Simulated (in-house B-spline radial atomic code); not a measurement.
# Plasmons and hot-electron lifetimes in Si from the free-electron model

The electrons form a uniform gas at zero temperature with Lindhard's dielectric function (RPA). An added electron of energy E, from the band bottom, collides once per mean free path λ, with 1/λ = (1/πE) ∫dω ∫dq/q Im(−1/ε(q, ω)), in atomic (or effective) units, with ω up to E − E_F and q between √(2E) ∓ √(2(E − ω)); electron-hole pairs and the plasmon pole are integrated apart. No exchange between the two electrons.

Si: 4 valence electrons per atom, density 2.33 g/cm³, mass 28.09 u, so r_s = 2.01 bohr. Core levels, phonons and band structure are left out; the gap, which matters within some eV of the band edges, is ignored too.

Task: Find E_F, the plasma energy, the screening length and the long-wave dispersion of the plasmon.

Result: k_F = 1.91916/2.01 = 0.9548, E_F = k_F²/2 = 12.40 eV. ω_p = √(3/r_s³) = 0.6078 hartree = 16.54 eV. The Thomas-Fermi length is √(π/4k_F) = 0.907 bohr = 0.0480 nm. For small q, ω = ω_p + α q² with α = (3/5) E_F/ω_p = 0.4500; at q = 0.279 this gives 17.49 eV, and the zero of ε lies at 17.52 eV. The plasmon meets the pair continuum ω = q k_F + q²/2 at q_c = 0.6974 = 0.73 k_F, 24.7 eV.

```csv
E − E_F (eV),λ (nm),share of plasmon losses,lifetime (fs),stopping (eV/nm)
0.62,270,0.00,126,0.00153
1.24,72.7,0.00,33.2,0.0113
2.48,20.9,0.00,9.12,0.0782
4.34,8.24,0.00,3.4,0.343
6.2,4.79,0.00,1.87,0.838
9.3,2.71,0.00,0.982,2.2
12.4,1.84,0.00,0.622,4.36
16.1,1.29,0.00,0.408,8.09
19.8,0.996,0.00,0.296,12.9
24.8,0.567,0.24,0.157,31.4
31,0.37,0.37,0.0946,55.1
39.7,0.334,0.42,0.0779,64.8
```

Task: Quinn and Ferrell's limit is τ = 263 r_s^(−5/2) (E − E_F)⁻² fs·eV². How far does it hold?

Result: The prefactor is 45.9 fs·eV². At 0.62 eV it gives 119 fs against 126, a ratio of 1.06; at 6.2 eV 1.19 against 1.87, a ratio of 1.57. The inverse square comes from the phase space of two final states near E_F; the formula is the limit of high density and small excess energy.

Task: From what energy can an electron emit a plasmon?

Result: It needs ω ≤ q v − q²/2 and a final state above E_F. On the computed dispersion this first holds at E − E_F = 24.0 eV, above ω_p = 16.5 eV, since a slow electron can only couple to plasmons of large q, which cost more.
